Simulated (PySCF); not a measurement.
B(H)(OAc)(OH) (C2H5BO3), SMILES CC(=O)OBO. Geometry: PBE0-D3(BJ)/def2-SVP. This is a generated structure with no PubChem entry under its InChIKey; it may be hypothetical. One conformer was computed; it need not be the lowest.

Task: Give the equilibrium geometry at PBE0-D3(BJ)/def2-SVP (PySCF confirms it by a frequency run) as a Z-matrix. (An estimate is asked for; the answer gives what the named calculation found.)

Result: Several could match; the one computed here: 
```
O
C 1 1.3632
O 2 1.1949 1 123.08
B 1 1.3876 2 123.20 3 -19.32
O 4 1.3447 1 117.55 2 168.49
H 5 0.9651 4 112.30 1 -2.69
C 2 1.4980 3 125.88 1 178.59
H 7 1.0952 2 109.93 3 -0.56
H 7 1.1000 8 110.27 2 121.07
H 7 1.1002 8 110.24 9 117.91
H 4 1.1997 5 119.91 6 179.69
```
